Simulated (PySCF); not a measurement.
# Tc²⁺ (technetium, charge +2) across methods

[Kr] 4d4 5p1, one real determinant (an excited configuration). All numbers are calculated (PySCF 2.14, a scalar-relativistic core potential, in aug-cc-pVTZ-PP with one added diffuse shell each of s, p, d, f, g type with ECP28MDF (7s7p6d4f3g, 113 functions)).

```csv
method,E (hartree),mean ε 4p β (eV),mean ε 4d α (eV),mean ε 5p α (eV),Σ⟨r²⟩ (bohr²),⟨S²⟩
TPSSh,-79.1890,-65.805,-28.593,-15.999,34.71,8.751
LDA,-79.0024,-64.628,-27.852,-15.950,34.72,8.750
PBE,-79.2129,-64.654,-27.853,-15.844,34.68,8.750
PBE0,-79.2047,-67.109,-29.757,-16.426,34.74,8.751
r2SCAN,-79.2474,-65.427,-28.321,-15.896,34.61,8.751
B3LYP,-79.2288,-66.709,-29.252,-16.257,34.73,8.751
UHF,-78.71122,-73.072,-34.738,-17.710,35.38,8.752
```

Estimate the same row for LC-wPBE.

E (hartree) = -79.2294; mean ε 4p β (eV) = -69.911; mean ε 4d α (eV) = -32.571; mean ε 5p α (eV) = -18.397; Σ⟨r²⟩ (bohr²) = 34.64; ⟨S²⟩ = 8.751.

⟨L²⟩ = 8.02 against 12 for a pure F term, so this real determinant mixes terms. Energies and moments cover only the electrons outside the core potential.
